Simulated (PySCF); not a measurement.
ClHOZn. Atoms are numbered in the order given.

```xyz
4

Zn     0.0071     0.3436     0.0000
Cl    -0.0006    -1.7546     0.0000
O     -0.1160     2.1166     0.0000
H      0.7240     2.5857     0.0000
```

Geometry: B3LYP-D3(BJ)/def2-TZVP. One conformer was computed; it need not be the lowest.

Computed with IEF-PCM-PBE0/def2-SVP in PySCF 2.14.0.

The values are the electrostatic part of the solvation free energy, E(continuum) − E(gas) at the gas-phase geometry, in a cavity of scaled van der Waals radii (PySCF's table); cavitation and dispersion terms are not included. A continuum can't describe solvent molecules that bind to the metal. In vacuum the orbital gap is 6.95 eV. The dipole moment in vacuum is 1.89 D.

Computed values in water (ε = 78.36), ethylethanoate (ε = 5.99), 1-octanol (ε = 9.86):
| solvent | ε | ΔG(elec) (kcal/mol) | dipole (D) | gap (eV) |
|---|---|---|---|---|
| water | 78.36 | -19.9 | 2.42 | 7.33 |
| ethylethanoate | 5.99 | -15.0 | 2.29 | 7.24 |
| 1-octanol | 9.86 | -16.9 | 2.34 | 7.28 |
